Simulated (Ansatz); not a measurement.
Isolated molecules relaxed with PBE0-D4/def2-TZVP in Ansatz; ΔE leaves out vibrations. CCSD(T)/CBS adds triple-zeta CCSD(T) − MP2 to the extrapolated MP2 energy (def2 sets, frozen cores). This one scheme is used for every species. Functionals use def2-TZVPP. B3LYP here is the variant with VWN-RPA as its local correlation; programs differ in this. One conformer a species, not always the lowest.

Reaction (substitution at a C–B bond): `C=CB(S)Cl` + `O[Si](F)(F)F` → `C=CO[Si](F)(F)F` + `SBCl`

(1) Is it downhill or uphill in electronic energy at CCSD(T)/CBS, and by how much? (Estimate.)

(2) What do these levels give: r2SCAN-D4, B3LYP-D4, ωB97X-V, ωB97M-V, B2PLYP, r2SCAN, SCS-MP2/def2-TZVPP, CCSD/def2-TZVPP, CCSD(T)/def2-TZVPP, HF/def2-QZVPP, MP2/def2-QZVPP, HF/CBS(def2)? (Estimate.)

Largest T1 diagnostic among the species: 0.013.

## Answers

(1) Ansatz gave: Uphill: ΔE = +0.99 eV.

(2) Computed: r2SCAN-D4 0.92, B3LYP-D4 0.88, ωB97X-V 0.87, ωB97M-V 0.92, B2PLYP 0.93, r2SCAN 0.92, SCS-MP2/def2-TZVPP 0.98, CCSD/def2-TZVPP 0.95, CCSD(T)/def2-TZVPP 0.96, HF/def2-QZVPP 0.85, MP2/def2-QZVPP 1.06, HF/CBS(def2) 0.85 eV.

In def2-TZVPP, CCSD(T) changes the Hartree–Fock value by +0.10 eV (the triples alone add +0.02 eV) and MP2 by +0.19 eV.
